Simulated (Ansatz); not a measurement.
Cost and result for the atomization energy of CH5FN2Si (`N=C[SiH](N)F`) (10 atoms, 9 bonds).

Z-matrix (Å, degrees):
```
Si
C 1 1.881
F 1 1.607 2 103.5
N 1 1.693 2 109.4 3 123.1
H 1 1.480 2 114.8 3 -115.5
N 2 1.270 1 124.7 3 -0.1
H 2 1.097 1 119.2 3 -179.4
H 4 1.006 1 122.0 2 160.9
H 4 1.007 1 122.3 2 -42.4
H 6 1.024 2 110.7 1 0.8
```

Total charge 0; spin multiplicity 1. Geometry: relaxed with PBE0-D4/def2-TZVP. It is one conformer, not always the lowest. Program: Ansatz. All runs use 4 threads of a server CPU on a shared host. Times are those of one run each, without the atoms' runs, and a repeat can differ threefold. Electronic energies, without spin–orbit coupling; frozen cores. CCSD(T)/CBS adds CCSD(T) − MP2 in def2-TZVPP to the MP2 limit, and its time is that of the two runs behind it. T1 = 0.012; the RHF reference is unstable towards UHF. B3LYP takes the VWN-RPA correlation (the form of Gaussian; ORCA's B3LYP/G). HSE06 is the plane-wave form, built on full-range PBE exchange.

CCSD(T)/CBS is a level of theory with its own doubt, some kJ/mol a heavy atom from the limit and from the frozen cores, so smaller differences don't rank the functionals.

```csv
level,functions,wall time
LDA (SPW92)/def2-TZVPP,236,1.1 s
BLYP-D4/def2-TZVPP,236,2 s
PBE-D4/def2-TZVPP (with forces),236,2.2 s
HSE06-D4/def2-TZVPP,236,2.8 s
CAM-B3LYP-D4/def2-TZVPP,236,2.9 s
B3LYP-D4/def2-TZVPP (with forces),236,3.8 s
CCSD(T)/def2-SVP,99,4.2 s
r2SCAN-D4/def2-TZVPP (with forces),236,4.3 s
PBE-QIDH/def2-TZVPP,236,4.9 s
ωB97M-V/def2-TZVPP (with forces),236,11 s
MP2/def2-QZVPP,448,21 s
CCSD(T)/def2-TZVPP,236,120 s
CCSD(T)/CBS(def2),–,2.3 min
```

What atomization energy does each give, and how far from CCSD(T)/CBS? (Estimate.)

Computed: 
```csv
level,atomization (kJ/mol),difference from CCSD(T)/CBS,per bond
LDA (SPW92)/def2-TZVPP,4360.6,563.6,62.6
BLYP-D4/def2-TZVPP,3824.2,27.2,3.0
PBE-D4/def2-TZVPP (with forces),3878.0,81.0,9.0
HSE06-D4/def2-TZVPP,3779.9,-17.1,-1.9
CAM-B3LYP-D4/def2-TZVPP,3822.1,25.1,2.8
B3LYP-D4/def2-TZVPP (with forces),3803.7,6.7,0.7
CCSD(T)/def2-SVP,3493.4,-303.6,-33.7
r2SCAN-D4/def2-TZVPP (with forces),3774.3,-22.7,-2.5
PBE-QIDH/def2-TZVPP,3734.5,-62.5,-6.9
ωB97M-V/def2-TZVPP (with forces),3811.1,14.1,1.6
MP2/def2-QZVPP,3820.4,23.4,2.6
CCSD(T)/def2-TZVPP,3670.3,-126.7,-14.1
CCSD(T)/CBS(def2),3797.0,0.0,0.0
```

From PBE to PBE0 (25 % exact exchange), in def2-TZVPP and without D4, the atomization energy moves by −98.1 kJ/mol: exact exchange takes away binding that semilocal exchange gives to molecules. In def2-TZVPP, CCSD(T) changes the Hartree–Fock value by +1057.9 kJ/mol (the triples alone add +65.4 kJ/mol) and MP2 by +1131.5 kJ/mol; breaking electron pairs costs correlation energy, which Hartree–Fock lacks. The D4 term adds +30.8 kJ/mol with B3LYP and +16.1 kJ/mol with PBE0; it sums over pairs of atoms, weighted by their polarisabilities, and B3LYP, whose exchange is more repulsive, gets the larger term.
